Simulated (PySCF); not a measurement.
## How methods differ on the ionisation energy of Cr²⁺

Cr²⁺ [Ar] 3d4 (5D) → Cr³⁺ [Ar] 3d3 (4F), as a difference of total energies. All numbers are calculated (PySCF 2.14, the spin-free X2C one-electron Hamiltonian (Gaussian nucleus), in x2c-TZVPall). Correlated levels: valence: [Ar] frozen. The calculations carry no spin-orbit coupling.

```json
{"method": "UHF", "ionisation energy (eV)": "29.701"}
{"method": "LDA", "ionisation energy (eV)": "31.885"}
{"method": "M06-2X", "ionisation energy (eV)": "31.072"}
{"method": "MP2 (valence)", "ionisation energy (eV)": "30.227"}
{"method": "SCS-MP2 (valence)", "ionisation energy (eV)": "29.876"}
```

Q: How much does correlation contribute at MP2 (valence)?

A: 30.227 − (29.701) = 0.526 eV, measured against UHF.

The reference lies between the lowest fine-structure levels, while these numbers refer to the centres of the terms.

Errors of the correlated levels include the incompleteness of this basis and the frozen core.

For comparison: 30.959 ± 0.025 eV (measured; NIST Atomic Spectra Database, ionization energies).
